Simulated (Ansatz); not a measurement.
ClMoO$_{2}$, doublet, at a GFN2-xTB geometry (such geometries of metal compounds can be far from the true shape) (the multiplicity is a formal guess) (core potentials on Mo); B97M-V/def2-SVP in Ansatz (a program for electronic structure).

Here is a job for Ansatz.
Ansatz 0.2 input:
```yaml
crystal:
  periodic: [false, false, false]
  atoms:
    - {symbol: Mo, position_ang: [0.14669139, -0.21723107, 0.15452263]}
    - {symbol: O, position_ang: [1.66014682, -0.63486898, -0.28870204]}
    - {symbol: O, position_ang: [-0.59279658, -0.94573942, 1.41303366]}
    - {symbol: Cl, position_ang: [-0.86469648, 1.28050424, -0.91085902]}
basis:
  gaussian:
    orbitals: def2-SVP
hamiltonian:
  xc: {name: B97M-V}
magnetization: {spin_polarized: true, initial_magnetization: 1}
```

It wrote (shortened):

```
Functional definition: B97M-V
784 factors; their error is unknown
mean field evaluation 1: about -18449.9225 eV, gradient 5.9e1 eV
mean field evaluation 2: about -18207.1795 eV, gradient 2.1e2 eV
mean field evaluation 4: about -18460.9538 eV, gradient 1.9e1 eV
mean field evaluation 8: about -18462.8956 eV, gradient 1.3e-1 eV
mean field evaluation 16: about -18462.8618 eV, gradient 5.2e-4 eV
mean field evaluation 32: about -18461.5088 eV, gradient 5.4e0 eV
mean field -18462.86179610 eV, -678.4976564294 hartree, gradient 6.9e-5 eV, S^2 0.755555; 3 other end points of the search recorded, 0 dependent functions left out
reference -18462.86188605 eV, -678.4976597351 hartree; 24, 23 occupied and 53, 54 virtual orbitals, 784 factors
Total energy: -18462.86188605 eV, -678.4976597351 hartree
```
